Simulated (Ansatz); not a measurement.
CH3NO2Zn, SMILES `OC(O)=[N][ZnH]`, relaxed with RKS PBE0-D4/def2-TZVP in Ansatz from a GFN2-xTB geometry. The force threshold is 0.005 eV/Å; the program also tests the step.

Total charge 0; spin multiplicity 1.

Start:

```xyz
8

O     0.024    1.978   -0.372
C     0.212    0.647   -0.463
O     0.925    0.386   -1.582
N    -0.217   -0.167    0.368
Zn   -0.522   -1.746    1.143
H    -0.489    2.168    0.424
H     1.072   -0.564   -1.664
H    -1.004   -2.702    2.146
```

Q: By how much does the energy fall, and how many steps does the optimiser take? (Best estimate.)

A: The calculation gave: 14.87 kJ/mol, in 11 steps, 2 of them rejected.

Q: Which bonds change most? (Estimate.)

A: Ansatz gave: Zn5–H8 from 1.467 to 1.519 Å; N4–Zn5 from 1.785 to 1.795 Å; C2–N4 from 1.240 to 1.249 Å; C2–O3 from 1.352 to 1.347 Å.

Q: Give the relaxed structure. (Best estimate.)

A: Computed: 
```xyz
8

O     0.090    2.022   -0.504
C     0.181    0.685   -0.418
O     0.880    0.276   -1.494
N    -0.310    0.006    0.508
Zn   -0.551   -1.635    1.193
H    -0.412    2.291    0.274
H     0.946   -0.681   -1.433
H    -0.824   -2.966    1.873
```
